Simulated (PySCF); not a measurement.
Cost against size for one kind of job: PBE0-D3(BJ)/def2-SVP geometry optimisation, gas phase (PySCF); work: geometry optimisation from a GFN2-xTB start. Hardware: an x86-64 server with one thread, no GPU, on a shared host. Other jobs ran on the host; a repeat could differ by tens of per cent or more.

| species (SMILES) | atoms | electrons | basis functions | SCF cycles | gradient evaluations | wall time |
| --- | --- | --- | --- | --- | --- | --- |
| [H][Al]([H])[H] | 4 | 16 | 33 | 14 | 3 | 1.5 s |
| [AlH3-] (charge -1 and doublet state) | 4 | 17 | 33 | 27 | 5 | 1.4 s |
| FC(F)(F)C=S | 7 | 56 | 93 | 72 | 10 | ? |
| BOBC=C | 11 | 36 | 100 | 43 | 7 | 14 s |
| Brc1ncccn1 | 10 | 76 | 131 | 32 | 5 | 41 s |

Q: Estimate the withheld figures.

A: `FC(F)(F)C=S`: 41 s.

Q: With all rows, how does the wall time grow with the number of basis functions N?

A: A straight line through log(time) against log(N) has slope 2.5 between N = 33 and 131, and the rows scatter about it by a factor of about 1.7 (standard error of the fit). This is a fit to these rows, whose iteration counts differ, not the method's formal scaling.
